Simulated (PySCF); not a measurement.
# Tl⁺: ionisation energy

Tl⁺ [Xe] 4f14 5d10 6s2 (1S) → Tl²⁺ [Xe] 4f14 5d10 6s1 (2S), as a difference of total energies. All numbers are calculated (PySCF 2.14, scalar relativity by spin-free X2C-1e, in aug-cc-pVTZ-DK3 (9s8p6d3f, 84 functions)). Correlated levels: valence: [Xe] 4f14 5d10 frozen. The calculations carry no spin-orbit coupling.

```csv
method,ionisation energy (eV)
UHF,18.356
LDA,20.951
PBE,20.510
PBE0,20.180
r2SCAN,20.348
B3LYP,20.491
MN15,20.373
MP2 (valence),18.900
SCS-MP2 (valence),19.009
```

**Question.** How much does correlation contribute at MP2 (valence)?

**Answer.** 18.900 − (18.356) = 0.544 eV, measured against UHF.

Errors of the correlated levels include the incompleteness of this basis and the frozen core.

MP2 underrates the near-degeneracy of ns² with np² in the lower species.

For comparison: 20.428 eV (measured; NIST Atomic Spectra Database, ionization energies).
